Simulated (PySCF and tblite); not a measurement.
Values are calculated unless marked as measured or tabulated.
C4H7FO2, numbered as in [F:1][CH:2]1[CH2:3][O:4][CH2:5][O:6][CH2:7]1.

Free energies: PBE0-D3(BJ)/def2-TZVP on PBE0-D3(BJ)/def2-SVP structures plus GFN2-xTB thermal terms, symmetry and mirror images included. Conformers within 4 kcal/mol (GFN2-xTB free energy) were kept, 5 at most. Of two unlike H on one atom, a is the less shielded (PBE0/pcSseg-1). Codes: tblite and PySCF.

An NOE distance is ⟨r⁻⁶⟩^(−1/6) over all pairs of like atoms and, for the average, over conformers.

The 6-ring runs over atoms 2–3–4–5–6–7. Of a mirror pair one member is shown.

```
conformer                                                          shape  weight %
        1                     6-ring chair (all substituents equatorial)      57.9
        2                                        6-ring chair (F1 axial)      41.9
        3  6-ring twist-boat (ring torsions 66, -35, -32, 69, -34, -28°)       0.3
```

Which H–H contacts under 3.5 Å would NOEs report (pairs on one atom left out) at 298.15 K?


| pair | in 1 (Å) | in 2 (Å) | in 3 (Å) | average (Å) |
| --- | --- | --- | --- | --- |
| H2 ··· H3a/H7a | 2.47 | 2.40 | 2.38 | 2.44 |
| H3b/H7b ··· H5b | 2.41 | 4.03 | 2.95 | 2.62 |
| H2 ··· H3b/H7b | 3.06 | 2.57 | 2.85 | 2.78 |
| H3a/H7a ··· H5a | 4.04 | 2.43 | 2.92 | 2.78 |

Longer pairs under the limit may be missing.

In a model where alignment follows shape alone (order matrix 0.002 × (3G/tr G − 1)/2, G the second moments of the atom positions; splitting J + 2D), what are the one-bond C–H dipolar couplings D?

H2 6.2 Hz (12.1 in conformer 1), H3b/H7b 6.4 Hz (12.6 in conformer 1), H3a/H7a 3.5 Hz (-2.4 in conformer 1), H5b 5.2 Hz (12.2 in conformer 1), H5a 1.5 Hz (-5.6 in conformer 1).
